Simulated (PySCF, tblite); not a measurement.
C₇H₄O₂.
Numbering: `[CH:1]#[C:2][c:3]1[cH:4][o:5][cH:6][cH:7][c:8]1=[O:9]` (hydrogens: H10 on C1; H11 on C4; H12 on C6; H13 on C7)

Computed with GFN2-xTB (tblite), gas phase: Langevin dynamics at 400 K from the optimised GFN2-xTB geometry, time step 0.5 fs, friction 0.01 fs⁻¹, 2000 steps. Over the second half of the run the saved frames average 370 K.

Frame at 250 fs, instantaneous temperature 349 K:
```
atom  x, y, z in Å
C1      2.836    0.414    0.333
C2      1.636    0.230    0.325
C3      0.284    0.006    0.282
C4     -0.508    1.015    0.596
O5     -1.825    1.078    0.460
C6     -2.503   -0.011   -0.007
C7     -1.803   -1.144   -0.333
C8     -0.352   -1.254   -0.308
O9      0.153   -2.230   -0.839
H10     3.765    0.889    0.267
H11    -0.233    2.057    0.777
H12    -3.553    0.212   -0.172
H13    -2.430   -1.865   -0.811
```

Frame at 425 fs, instantaneous temperature 348 K:
```
atom  x, y, z in Å
C1      2.407   -0.179    0.689
C2      1.253   -0.270    0.936
C3     -0.103   -0.442    0.620
C4     -1.022    0.392    1.192
O5     -2.319    0.459    0.871
C6     -2.811   -0.361   -0.053
C7     -2.051   -1.316   -0.537
C8     -0.688   -1.479   -0.204
O9      0.009   -2.392   -0.661
H10     3.443   -0.070    0.864
H11    -0.789    0.971    2.143
H12    -3.866   -0.261   -0.219
H13    -2.483   -1.968   -1.297
```

Frame at 625 fs, instantaneous temperature 277 K:
```
atom  x, y, z in Å
C1      2.084   -1.273    1.470
C2      1.021   -0.830    1.100
C3     -0.357   -0.637    0.554
C4     -1.054    0.528    0.738
O5     -2.323    0.716    0.331
C6     -2.983   -0.285   -0.227
C7     -2.472   -1.502   -0.331
C8     -1.078   -1.808   -0.014
O9     -0.531   -2.894   -0.206
H10     3.088   -1.505    1.591
H11    -0.713    1.456    1.182
H12    -4.031   -0.036   -0.512
H13    -2.996   -2.414   -0.622
```

Frame at 800 fs, instantaneous temperature 446 K:
```
atom  x, y, z in Å
C1      1.684   -1.259    1.565
C2      0.524   -1.115    1.279
C3     -0.637   -0.732    0.520
C4     -1.249    0.430    0.878
O5     -2.285    0.983    0.205
C6     -2.794    0.244   -0.825
C7     -2.301   -0.987   -1.181
C8     -1.309   -1.627   -0.380
O9     -1.044   -2.812   -0.442
H10     2.672   -1.365    1.989
H11    -0.954    0.952    1.730
H12    -3.650    0.672   -1.286
H13    -2.865   -1.605   -1.891
```

Frame at 1000 fs, instantaneous temperature 454 K:
```
atom  x, y, z in Å
C1      1.428   -1.446    2.003
C2      0.376   -1.290    1.471
C3     -0.832   -0.959    0.811
C4     -1.339    0.302    0.985
O5     -2.574    0.693    0.519
C6     -3.135   -0.173   -0.450
C7     -2.609   -1.361   -0.780
C8     -1.348   -1.899   -0.221
O9     -0.687   -2.757   -0.781
H10     2.355   -1.629    2.576
H11    -0.806    1.065    1.524
H12    -3.897    0.378   -0.905
H13    -3.111   -1.939   -1.596
```

Problem. What do single points at PBE0/pcSseg-1 (PySCF, gas phase) give on these frames?

Solution. 
```json
{"t (fs)": "250", "GFN2-xTB E above start (eV)": "0.59", "DFT E above lowest frame (eV)": "0.22", "HOMO (eV)": "-7.17", "LUMO (eV)": "-1.58", "dipole (D)": "4.30"}
{"t (fs)": "425", "GFN2-xTB E above start (eV)": "0.57", "DFT E above lowest frame (eV)": "0.31", "HOMO (eV)": "-7.10", "LUMO (eV)": "-1.54", "dipole (D)": "3.96"}
{"t (fs)": "625", "GFN2-xTB E above start (eV)": "0.38", "DFT E above lowest frame (eV)": "0.00", "HOMO (eV)": "-7.29", "LUMO (eV)": "-1.55", "dipole (D)": "3.86"}
{"t (fs)": "800", "GFN2-xTB E above start (eV)": "0.42", "DFT E above lowest frame (eV)": "0.07", "HOMO (eV)": "-7.19", "LUMO (eV)": "-1.53", "dipole (D)": "3.92"}
{"t (fs)": "1000", "GFN2-xTB E above start (eV)": "0.56", "DFT E above lowest frame (eV)": "0.17", "HOMO (eV)": "-7.19", "LUMO (eV)": "-1.74", "dipole (D)": "3.46"}
```

The two levels order the frames alike by energy but for pairs within 0.08 eV at one level; measured from each level's lowest frame they differ by 0.12 eV at most. The HOMO–LUMO gap runs from 5.45 to 5.74 eV. These are instantaneous structures, not minima.

Problem. And the isotropic GIAO shieldings (ppm) from the same runs?

Solution. 
```json
{"atom": "C1", "250 fs": "88.2", "425 fs": "82.1", "625 fs": "87.7", "800 fs": "89.0", "1000 fs": "91.9", "mean": "87.8", "range": "9.8"}
{"atom": "C2", "250 fs": "102.5", "425 fs": "106.1", "625 fs": "103.5", "800 fs": "103.9", "1000 fs": "106.9", "mean": "104.6", "range": "4.4"}
{"atom": "C3", "250 fs": "71.7", "425 fs": "59.5", "625 fs": "56.1", "800 fs": "59.7", "1000 fs": "61.1", "mean": "61.6", "range": "15.6"}
{"atom": "C4", "250 fs": "21.2", "425 fs": "16.4", "625 fs": "21.6", "800 fs": "18.9", "1000 fs": "9.7", "mean": "17.6", "range": "11.9"}
{"atom": "O5", "250 fs": "77.7", "425 fs": "95.2", "625 fs": "102.3", "800 fs": "86.1", "1000 fs": "76.4", "mean": "87.5", "range": "25.9"}
{"atom": "C6", "250 fs": "19.1", "425 fs": "34.1", "625 fs": "32.9", "800 fs": "19.1", "1000 fs": "20.0", "mean": "25.0", "range": "15.0"}
{"atom": "C7", "250 fs": "54.6", "425 fs": "66.4", "625 fs": "62.2", "800 fs": "56.3", "1000 fs": "58.1", "mean": "59.5", "range": "11.8"}
{"atom": "C8", "250 fs": "9.8", "425 fs": "8.0", "625 fs": "6.8", "800 fs": "12.4", "1000 fs": "7.6", "mean": "8.9", "range": "5.6"}
{"atom": "O9", "250 fs": "-237.1", "425 fs": "-249.6", "625 fs": "-231.6", "800 fs": "-232.8", "1000 fs": "-272.8", "mean": "-244.8", "range": "41.2"}
{"atom": "H10", "250 fs": "28.3", "425 fs": "28.6", "625 fs": "29.0", "800 fs": "28.1", "1000 fs": "27.3", "mean": "28.3", "range": "1.7"}
{"atom": "H11", "250 fs": "23.6", "425 fs": "22.9", "625 fs": "23.7", "800 fs": "24.2", "1000 fs": "23.3", "mean": "23.5", "range": "1.3"}
{"atom": "H12", "250 fs": "23.5", "425 fs": "24.2", "625 fs": "23.5", "800 fs": "23.9", "1000 fs": "24.3", "mean": "23.9", "range": "0.8"}
{"atom": "H13", "250 fs": "25.4", "425 fs": "25.3", "625 fs": "24.9", "800 fs": "24.7", "1000 fs": "24.7", "mean": "25.0", "range": "0.7"}
```

What follows is the cost of the whole dynamics run. Time: 8.5 s of wall time; peak memory 0.18 GiB. Hardware: one thread of an Arm Neoverse V2, no GPU, on a shared host.
